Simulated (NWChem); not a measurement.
## Correlation energy of H$_{3}$ClSi

```xyz
5

Si     0.9965     0.0279     0.0000
Cl    -1.0818    -0.0303     0.0000
H      1.4600     0.7444     1.2180
H      1.4600     0.7444    -1.2180
H      1.5191    -1.3644     0.0000
```
Charge 0, spin multiplicity 1.

Everything below was run with NWChem. The geometry was optimised at B3LYP/def2-SVP, a minimum by its harmonic frequencies.

Basis set: cc-pVDZ. Each correlation energy counts from its own Hartree-Fock reference.

The correlated methods keep 10 core orbitals frozen. The structure started from a generated list of species. No row is a measurement; the coupled-cluster row has its own basis-set and correlation limits.

**Question.** One of these methods gave a correlation energy of -239.4 mHa. Which?
A. CR-CCSD[T]
B. SCS-MP2
C. RI-MP2
D. CCSD

**Answer.** C, RI-MP2. The others give -243.4 (SCS-MP2), -279.0 (CR-CCSD[T]), -274.6 (CCSD).
